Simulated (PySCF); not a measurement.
Species: C6H8F2.
Structure used (GFN2-xTB), in Å, numbered top down from 1:
```
atom  x, y, z in Å
C1     0.1272   -1.5646   -1.4324
C2    -0.8560   -0.7965   -0.9760
C3    -0.7198    0.4014   -0.1581
C4    -1.7860    1.0854    0.2541
C5     0.6772    0.8400    0.2147
F6     0.6710    2.1538    0.6364
C7     1.2641   -0.0321    1.3308
F8     2.6053   -0.2398    1.1351
H9    -0.0844   -2.4309   -2.0353
H10    1.1683   -1.3760   -1.2341
H11   -1.8800   -1.0503   -1.2174
H12   -2.7833    0.7797   -0.0110
H13   -1.6923    1.9752    0.8512
H14    1.3408    0.8123   -0.6589
H15    1.1498    0.4689    2.2965
H16    0.7904   -1.0174    1.3521
```

The closed-shell SCF was solved with PySCF and density fitting under several settings on one GFN2-xTB geometry (grid level 2 and gas phase unless stated).

```tsv
settings	basis functions	SCF cycles	E (Eh)	HOMO (eV)	LUMO (eV)	dipole (D)
PBE0/pcSseg-1	176	14	-432.5664	-7.22	-1.20	2.31
PBE0/def2-SVPD	230	14	-432.3164	-7.25	-1.26	2.37
```

Estimate the row for these settings: revPBE/6-311G**, IEF-PCM methanol.

```tsv
settings	basis functions	SCF cycles	E (Eh)	HOMO (eV)	LUMO (eV)	dipole (D)
revPBE/6-311G**, IEF-PCM methanol	192	15	-433.0631	-5.85	-1.75	2.38
```

Over all rows, what range does the HOMO–LUMO gap span?

From 4.10 eV (revPBE/6-311G**, IEF-PCM methanol) to 6.02 eV (PBE0/pcSseg-1). The functional of the narrowest has no exact exchange, that of the widest 25 % exact exchange.

And the dipole moment?

From 2.31 D (PBE0/pcSseg-1) to 2.38 D (revPBE/6-311G**, IEF-PCM methanol); the largest is 1.03 times the smallest, and the median is 2.37 D.

Compare two rows with the functional PBE0: PBE0/pcSseg-1 and PBE0/def2-SVPD. Which energy is lower, and by how much?

PBE0/pcSseg-1 (176 functions) lies 0.2500 Eh or 157 kcal/mol below PBE0/def2-SVPD (230 functions). The smaller set gives the lower energy; the two sets aren't nested, so the variational bound doesn't order them by size.

Cycle counts include a coarse-grid stage where the run had one. All basis functions are spherical, in the Pople sets too. Geometry: GFN2-xTB, one conformer.
